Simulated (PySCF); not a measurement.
Te(iPr)(SMe), SMILES CS[Te]C(C)C, GFN2-xTB optimised geometry.

```
16

Te    -0.54    -1.94     0.00
C     -0.76     0.25     0.00
C     -0.22     0.83    -1.29
C     -0.09     0.87     1.21
H     -1.84     0.40     0.06
H     -0.35     1.92    -1.30
H      0.84     0.61    -1.39
H     -0.75     0.43    -2.15
H     -0.48     0.45     2.14
H     -0.26     1.94     1.23
H      0.99     0.70     1.17
S      1.84    -1.94     0.00
C      2.27    -2.19     1.76
H      1.84    -1.40     2.36
H      3.35    -2.16     1.81
H      1.91    -3.16     2.09
```

Density from PBE0/def2-TZVP, def2 effective core potentials past Kr run with PySCF 2.14.0 at that geometry. The core electrons that the potentials of Te replace are not part of the density.

Minimum of the electron density along straight lines between bonded atoms, close to the bond critical point (lines longer than 1.1 times the sum of covalent radii, or with two minima, are not listed):

| bond | length / Å | ρ at the minimum / e bohr⁻³ | ∇²ρ there / e bohr⁻⁵ | position (fraction from the first atom) |
|---|---|---|---|---|
| Te1–C2 | 2.208 | 0.108 | -0.03 | 0.52 |
| C2–C3 | 1.515 | 0.251 | -0.63 | 0.51 |
| C2–C4 | 1.515 | 0.251 | -0.63 | 0.51 |
| C2–H5 | 1.090 | 0.281 | -0.97 | 0.64 |
| C3–H6 | 1.090 | 0.277 | -0.94 | 0.64 |
| C3–H7 | 1.089 | 0.280 | -0.96 | 0.64 |
| C3–H8 | 1.088 | 0.280 | -0.96 | 0.64 |
| C4–H9 | 1.089 | 0.279 | -0.96 | 0.64 |
| C4–H10 | 1.090 | 0.277 | -0.94 | 0.64 |
| C4–H11 | 1.089 | 0.279 | -0.96 | 0.64 |
| Te1–S12 | 2.384 | 0.099 | 0.01 | 0.48 |
| S12–C13 | 1.824 | 0.178 | -0.28 | 0.53 |
| C13–H14 | 1.085 | 0.284 | -0.99 | 0.65 |
| C13–H15 | 1.085 | 0.282 | -0.98 | 0.64 |
| C13–H16 | 1.085 | 0.284 | -0.99 | 0.65 |
